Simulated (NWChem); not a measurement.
# BHOF cation; SMILES FB=[OH+]

```xyz
4

O      0.0003    -1.1863     0.0000
B     -0.0002     0.0383     0.0000
F      0.0001     1.2788     0.0000
H     -0.0039    -2.1552     0.0000
```
Atoms are numbered in this order, from 1.

The geometry was optimised at PBE0/def2-SVP.

Task: List the 6 lowest vertical singlet excitations and the 6 lowest triplet ones from PBE/6-31+G* (spherical d), full TDDFT (NWChem).

Result: 
```
state  energy (eV)  oscillator strength  leading excitation (squared amplitude)
-----  -----------  -------------------  --------------------------------------
S1            9.96                0.016                      HOMO → LUMO (1.00)
S2            9.96                0.016                    HOMO−1 → LUMO (1.00)
S3           10.37                0.000                    HOMO → LUMO+1 (0.50)
S4           10.52                0.000                  HOMO−1 → LUMO+1 (0.50)
S5           10.52                0.000                  HOMO−1 → LUMO+2 (0.50)
S6           12.18                0.075                    HOMO−2 → LUMO (0.96)
T1            9.29       spin-forbidden                  HOMO−1 → LUMO+1 (0.48)
T2            9.37       spin-forbidden                      HOMO → LUMO (0.99)
T3            9.37       spin-forbidden                    HOMO−1 → LUMO (0.99)
T4            9.74       spin-forbidden                    HOMO → LUMO+2 (0.49)
T5            9.74       spin-forbidden                    HOMO → LUMO+1 (0.49)
T6           10.37       spin-forbidden                  HOMO−1 → LUMO+2 (0.50)
```
